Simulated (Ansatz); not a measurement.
Consider the substitution at a C–Te bond: `FC(S)[TeH]` + H₂Se → `FC(S)[SeH]` + H₂Te.

Program: Ansatz. Geometries: PBE0-D4/def2-TZVP. ΔE: electronic, gas phase. CCSD(T)/CBS adds triple-zeta CCSD(T) − MP2 to the extrapolated MP2 energy (def2 sets, frozen cores). def2 core potentials past Kr. For Se, Te outer-core shells are correlated without core-valence functions, which leaves a few kJ/mol of doubt a bond. Scalar relativity is left out up to krypton. One conformer a species, not always the lowest.

| species | MP2/CBS(def2) energy (Eh) |
| --- | --- |
| `FC(S)[TeH]` | -805.07856 |
| H₂Se | -2401.87424 |
| `FC(S)[SeH]` | -2938.03833 |
| H₂Te | -268.91107 |

Task: Work out ΔE.

Result: ΔE = (-2938.03833) + (-268.91107) − (-805.07856) − (-2401.87424) = 0.00340 Eh = +8.9 kJ/mol. CCSD(T)/CBS gives +7.0 kJ/mol.

Largest T1 diagnostic among the species: 0.012.

Leaving LDA and LC-ωPBE aside and taking each functional with its dispersion term where it has one, the values, not all of them listed here, spread over 4.7 kJ/mol, from ωB97X-V to BLYP-D4. At CCSD(T), def2-SVP lies −7.0 kJ/mol from the extrapolated value and def2-TZVPP −5.2 kJ/mol.
